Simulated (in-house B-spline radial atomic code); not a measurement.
**Tm8+: [Kr] 4d10 4f10 5s2 5p3 (with a hole in an inner shell)**

All numbers are computed (Dirac-Hartree-Fock, average of configuration; Fermi nucleus of rms radius 5.2256 fm) with an all-electron radial atomic-structure program (B-spline basis), not measured.

Effective charges: Z_r = [3n² - l(l+1)]/(2<r>) from the radius, Z_e = n√(-2ε) from the energy, and Slater's rules. Values are occupation-weighted means over j. An effective charge above Z reflects the relativistic contraction of the inner shells.

```
shell  electrons   ε (eV)  <r> (bohr)    Z_r    Z_e  Slater
   1s          2   -59892     0.02001  74.97  66.35   68.70
   2s          2   -10350     0.08424  71.23  55.16   64.85
   2p          6  -9193.7     0.07506  66.61  51.99   64.85
   3s          2  -2493.7      0.2199  61.40  40.61   57.75
   3p          6  -2132.6      0.2191  57.05  37.56   57.75
   3d         10  -1664.6      0.1998  52.56  33.18   47.85
   4s          2  -632.07       0.496  48.38  27.26   41.25
   4p          6  -509.13      0.5246  43.84  24.47   41.25
   4d         10  -337.88       0.564  37.23  19.93   29.85
   5s          2  -182.14        1.13  33.19  18.29   15.80
   4f         10  -152.64      0.6525  27.59  13.40   19.85
   5p          3  -148.82       1.251  29.18  16.54   15.80
```

The least bound orbital is 5p3/2 at -146 eV, and it is also the most diffuse (<r> = 1.272 bohr).

Spin-orbit splittings of the orbital energies (j = l + 1/2 above j = l - 1/2 when positive): 2p 982.4 eV, 3p 211.1 eV, 3d 45.57 eV, 4p 48.62 eV, 4d 9.078 eV, 4f 1.464 eV, 5p 8.597 eV.

For the 1s electron the small component carries 6.69 % of the norm, the zero-frequency Breit interaction raises the level by 193 eV, self-energy by 118 eV, and vacuum polarisation lowers it by 20.72 eV.
